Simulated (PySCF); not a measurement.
Input of a run (PBE0-D3(BJ)/def2-SVP geometry optimisation, gas phase (PySCF 2.14.0)), started from GFN2-xTB:
```
{"job": {"xc": "PBE0", "basis": "def2-SVP", "d3": "d3bj", "grid": 1, "shake": 0.01, "kind": "geom"}, "charge": 0, "multiplicity": 1}
B      1.773150    -0.107910     0.627310
C      0.629850    -0.357230    -0.367750
Si    -0.927580    -1.242190     0.445260
C     -0.629860     0.402360    -0.355630
C     -1.092170     1.566890    -0.775900
H      1.557300     0.604250     1.556090
H      2.811200    -0.589220     0.477480
H      0.904770    -0.759330    -1.343620
H     -1.476020    -2.326220    -0.304290
H     -0.967050    -1.386290     1.907270
H     -2.120190     1.890610    -0.625390
H     -0.423720     2.276010    -1.249860
```

Output (energies in Eh, forces in Eh/bohr):
```
step   0  E = -432.28405021  max force = 0.032337
step   1  E = -432.29128469  max force = 0.006923
step   2  E = -432.29196957  max force = 0.005684
step   3  E = -432.29259498  max force = 0.005461
step   4  E = -432.29317248  max force = 0.005953
step   5  E = -432.29363029  max force = 0.002838
step   6  E = -432.29372990  max force = 0.001337
step   7  E = -432.29375408  max force = 0.000724
step   8  E = -432.29376551  max force = 0.000541
step   9  E = -432.29376892  max force = 0.000554
step  10  E = -432.29377099  max force = 0.000238
optimisation converged
```

Problem. Summarise the run.

Solution. The energy falls by 25.5 kJ/mol over 11 energy and gradient evaluations, the largest force component goes from 0.0323 to 2.4e-04 Eh/bohr, and the atoms move by 0.297 Å rms after alignment. Among the bonds, B1–H7 and Si3–H9 change most and about equally (+0.055 to +0.056 Å). Bonds longer at the end by more than 0.005 Å: 9 of 12; shorter: 2. Among the angles that change most is B1–C2–Si3, from 113.2° to 89.2°. Among the dihedrals that turn most is B1–C2–C4–C5, from 81° to 116°. The energy never rose by more than 1e-6 Eh on the way. The first step brought 74 % of the lowering.

Problem. What are the final bond lengths?

Solution. B1–C2 1.509 Å, C2–Si3 1.977 Å, Si3–C4 1.831 Å, C4=C5 1.329 Å, C2–C4 1.480 Å, B1–H6 1.212 Å, B1–H7 1.209 Å, C2–H8 1.101 Å, Si3–H9 1.483 Å, Si3–H10 1.480 Å, C5–H11 1.093 Å, C5–H12 1.096 Å. Numbering counts from 1 in the input's order; the species is `[C@@H]1([SiH2]C1=C)B`.

The run used 109 basis functions and 73 SCF cycles in all. The run took 47 s of wall time on an Arm Neoverse V1 with one thread (shared host), and the process peaked at 0.46 GiB of memory.

Not checked by PBE0-D3(BJ)/def2-SVP frequencies. One conformer, not necessarily the lowest.
